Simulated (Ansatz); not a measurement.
Calculated with Ansatz (gas phase, PBE0-D4/def2-TZVP geometries, no zero-point term in ΔE). CCSD(T)/CBS is the MP2 limit (def2-TZVPP, def2-QZVPP) plus CCSD(T) − MP2 in def2-TZVPP, frozen cores. DFT in def2-TZVPP. For Ge outer-core shells are correlated without core-valence functions, which leaves a few kJ/mol of doubt a bond. Scalar relativity is left out up to krypton. One conformer a species, not always the lowest.

`C[NH][GeH2][F]` → `[F][GeH]` + CH₃NH₂  (germylene formation by 1,1-elimination)

CCSD(T)/CBS gives +140.9 kJ/mol.

(1) Another level gave +147.9 kJ/mol. Which?
A. revPBE/def2-TZVPP
B. r2SCANh/def2-TZVPP
C. CAM-B3LYP/def2-TZVPP
D. PBE-QIDH/def2-TZVPP

(2) What do rigid-rotor, harmonic-oscillator terms from PBE0-D4/def2-TZVP frequencies (298.15 K, 1 bar) make of the CCSD(T)/CBS value? (Estimate.)

Largest T1 diagnostic among the species: 0.014.

Results:

(1) B. r2SCANh 147.9, revPBE 99.6, CAM-B3LYP 126.8, PBE-QIDH 159.6 kJ/mol.

(2) Ansatz gave: ΔZPE = -2.6 kJ/mol, ΔH = +141.3 kJ/mol, ΔS = 161 J/(mol·K), ΔG = +93.2 kJ/mol.

From r2SCAN to r2SCAN0 (25 % exact exchange), in def2-TZVPP and without D4, ΔE moves by +5.9 kJ/mol. At CCSD(T), def2-SVP lies +6.0 kJ/mol from the extrapolated value and def2-TZVPP +8.6 kJ/mol.
